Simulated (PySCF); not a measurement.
C$_{7}$H$_{7}$ (SMILES [CH]1C2C=CC1C=C2), doublet, geometry from GFN2-xTB. Base run: TPSS/cc-pVDZ in PySCF.

Input for PySCF:
```python
from pyscf import gto, scf, dft

mol = gto.M(
    atom='''
C    -0.89778043    0.15488425    0.97499411
C     0.46716380   -0.48685912    0.94638473
C     0.18622297   -1.42099308   -0.23235430
C    -0.61151819   -0.76617072   -1.07094200
C    -0.87271838    0.61297734   -0.46210311
C     0.47160366    1.32455472   -0.46460967
C     1.26622321    0.67229473    0.37069659
H    -1.75834957   -0.28649947    1.44898567
H     0.85657718   -0.95333849    1.84522476
H     0.59435134   -2.41031444   -0.32200658
H    -1.01378264   -1.09028466   -2.01248144
H    -1.71921612    1.16099023   -0.86245625
H     0.68949360    2.17690191   -1.07908083
H     2.29574645    0.85841625    0.60941658
''',
    basis='cc-pvdz',
    spin=1,
    verbose=4,
)

mf = dft.UKS(mol)
mf.xc = 'tpss'
mf.kernel()
mf.analyze()
```

Variants of this job, named by their change:

| change | ΔE vs base (mEh) | fitting functions | dipole (D) |
|---|---|---|---|
| base | 0.000 | - | 0.69 |
| auxbasis = even-tempered beta=3.0 | -0.590 | 651 | 0.69 |
| auxbasis = def2-svp-ri | -10.216 | 434 | 0.69 |
| auxbasis = cc-pvtz-ri | -0.690 | 777 | 0.69 |
| auxbasis = autoaux | -0.094 | 952 | 0.69 |
| auxbasis = def2-tzvp-ri | -0.348 | 637 | 0.69 |
| auxbasis = def2-universal-jkfit | -0.140 | 651 | 0.69 |
| auxbasis = even-tempered beta=2.0 | -0.015 | 1008 | 0.69 |
| auxbasis = cc-pvtz-jkfit | -0.092 | 763 | 0.69 |
| auxbasis = cc-pvqz-jkfit | -0.050 | 1099 | 0.69 |

A fitting set is made for a task (jfit for Coulomb, jkfit for Coulomb and exchange, ri for correlation) and for a family of orbital bases.

Open shells are given as the SCF converged; they aren't shown to be the lowest states, and a large step between rows can be another state.
